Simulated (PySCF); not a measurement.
## Structure from NMR data

Molecular formula: C5H11BO3. Simulated spectra:

$^{1}$H NMR (500 MHz, computed): δ 4.36 (sept, 1H), 4.20 (s, 4H), 1.15 (d, 6H).

$^{13}$C{$^{1}$H} NMR (computed): δ 70.3 (CH), 68.1 (CH2, 2C), 25.4 (CH3, 2C).

How the numbers were obtained: GIAO KT2/pcSseg-1 shieldings, geometry: PBE0-D3(BJ)/def2-SVP, in PySCF 2.14 (relativity neglected, one averaged value for each set of equivalent atoms, gas phase, one computed conformer).

Referencing at the same level of theory: $^{1}$H (σ = 31.18 ppm) and $^{13}$C (σ = 183.22 ppm) against TMS.

Task: Propose a structure and justify it.

Result: 
1. 3 carbon signals for 5 carbons: some carbons are equivalent by symmetry or fast rotation.
2. Carbon types of the structure: 1 × CH, 2 × CH2, 2 × CH3, which accounts for all hydrogens.
3. δC 70.3: sp3 CH bonded to O; the inductive effect lowers its shielding.
4. δC 68.1: sp3 CH2 bonded to O; deshielded by the electronegative neighbour.
5. δC 25.4: methyl carbon; saturated and bonded to C and H only.
6. δH 4.36: hydrogen on an sp3 CH bonded to O; its carbon carries O, which withdraws density.
7. δH 4.20: hydrogen on an sp3 CH2 bonded to O; its carbon carries O, an electronegative neighbour.
8. δH 1.15: hydrogen on a methyl carbon.

These data were computed for SMILES CC(C)OB1OCCO1.

The data come from this structure; uniqueness wasn't tested.

Shifts are as computed. Against solution values, carbons near 30 ppm lie about +2 ppm off and those near 130 ppm about -5 ppm. Of 1211 compounds with measured shifts, 218 miss one by over three times the rms of a fit or turn the order of signals round; such compounds aren't used in these exercises. Multiplicities follow the n + 1 count of equivalent neighbours, as no J values were calculated; m marks all less simple cases, F and P coupling included.
